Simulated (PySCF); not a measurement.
# Computed records: B$_{2}$GeH$_{5}$O, BClGeH$_{3}$O

Computed with PySCF 2.14.0. Calculation on a computer-drawn molecule: optimised geometry and harmonic frequencies of an isolated molecule of the commonest isotopes, restricted reference for singlets and unrestricted otherwise, frozen core in MP2; on germanium a core potential holds 10 electrons, which the energies leave out, and 3d is frozen in MP2 and coupled-cluster steps.

Common to all runs: charge 0; multiplicity 2; method HF; basis and core potential on germanium cc-pVDZ-PP ECP10MDF.

(1) B$_{2}$GeH$_{5}$O

Start structure:
```xyz
9
B2GeH5O
B     -2.3080     1.8705    -0.7690
O     -1.6268     1.8922     0.2203
B     -0.9604     1.8123     1.3293
Ge    -0.8081     0.0760     2.4014
H     -1.8660     1.4993    -1.7958
H     -3.4098     2.2289    -0.7512
H     -0.2247     2.7358     1.6989
H     -2.2484    -0.6191     2.2865
H     -0.9679     0.3871     3.9482
```

* basis: cc-pVDZ
* rotational constants: 14.68, 2.147, 1.881 GHz
* total energy: -420.5562 hartree
* spin squared: 0.7645
* convergence status largest gradient component: 1.692e-05 hartree/bohr

Drawn bonds:
```csv
atom,other atom,order
1,2,1
2,3,1
3,4,1
1,5,1
1,6,1
3,7,1
4,8,1
4,9,1
```

Optimised structure:
```xyz
9
B2GeH5O
B     -2.1980     1.7081    -0.7533
O     -1.2991     2.3240     0.0620
B     -0.7885     1.9564     1.2715
Ge    -1.3819     0.3204     2.3897
H     -2.5355     2.2882    -1.7447
H     -2.6211     0.6184    -0.4805
H      0.1224     2.6114     1.6968
H     -2.7831    -0.2820     2.2731
H     -0.9352     0.3383     3.8542
```

Modes:
```csv
frequency (cm⁻¹),reduced mass (dalton)
93.61,1.378
167.2,2.965
204.4,1.149
294.8,1.701
322.9,1.671
369,1.559
485.3,1.564
663.6,2.217
806.1,1.48
945.1,1.047
1029,1.813
1077,1.396
1144,1.366
1236,1.522
1365,1.781
1416,3.648
2218,1.021
2223,1.02
2684,1.05
2713,1.091
2769,1.13
```

(2) BClGeH$_{3}$O

Start structure:
```xyz
7
BClGeH3O
O     -0.3750    -1.6547     2.2476
B      0.9549    -1.7906     2.4043
Cl     1.5777    -2.2273     3.9924
Ge     2.3223    -1.2790     1.0378
H     -0.6729    -1.4148     1.4089
H      1.8614    -1.8655    -0.3214
H      3.5684    -2.1822     1.1364
```

- basis: cc-pV(D+d)Z
- rotational constants: 6.132, 1.728, 1.353 GHz
- total energy: -854.2469 hartree
- spin squared: 0.7608
- convergence status largest gradient component: 3.482e-05 hartree/bohr

Drawn bonds:
```csv
atom,other atom,order
1,2,1
2,3,1
2,4,1
1,5,1
4,6,1
4,7,1
```

Optimised structure:
```xyz
7
BClGeH3O
O     -0.3840    -1.6653     2.2904
B      0.9391    -1.7836     2.4615
Cl     1.4955    -2.1384     4.1118
Ge     2.3491    -1.4818     0.9678
H     -0.6556    -1.4851     1.4023
H      1.8163    -1.6421    -0.4642
H      3.6763    -2.2178     1.1364
```

Modes:
```csv
frequency (cm⁻¹),reduced mass (dalton)
151.8,1.063
164.7,6.681
277.7,6.163
393.7,1.896
476.7,8.58
534.2,1.69
559.2,1.311
587.9,1.145
858.2,3.101
931.3,1.044
1193,1.468
1389,10.9
2192,1.02
2238,1.021
4157,1.067
```
